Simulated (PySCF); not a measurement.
Spin states and ions at one geometry of [TlF2]−

PySCF 2.14.0, RKS PBE0, Tl def2-SVP with ECP60, F def2-SVP; non-relativistic Hamiltonian with scalar-relativistic core potentials where named; density fitting; no spin-orbit coupling; singlets restricted, open shells unrestricted. The geometry is relaxed for charge -1, singlet, vacuum:

```xyz
3

Tl    0.6325    0.4983    0.0000
F    -0.4944   -0.3895    1.6268
F    -0.4944   -0.3895   -1.6268
```

Energies count from the relaxed state; an electron taken off or put on is at rest in vacuum. Charges and spins are Mulliken's.

```csv
state,energy (eV),spin squared,charge on Tl1 (e),spin on Tl1 (e),dipole about the centre of mass (D)
"charge -1, singlet, vacuum",0.00,0.00,0.15,0.00,4.45
"charge 0, doublet, vacuum",3.43,0.76,0.75,0.38,4.54
```

Problem. What does the state charge -1, triplet, vacuum give?

Solution. energy (eV) 3.33, spin squared 2.01, charge on Tl1 (e) -0.08, spin on Tl1 (e) 1.49, dipole about the centre of mass (D) 3.86.

With an electron taken off (doublet) the charges change, summed by element, by Tl +0.60 e, F +0.40 e. The vertical ionisation energy is 3.43 eV, against −ε(HOMO) = 1.14 eV of the relaxed state. The level lies 2.3 eV too high, as is usual for semilocal functionals and global hybrids, which keep a self-interaction error.

Open shells may have lower solutions than those found.
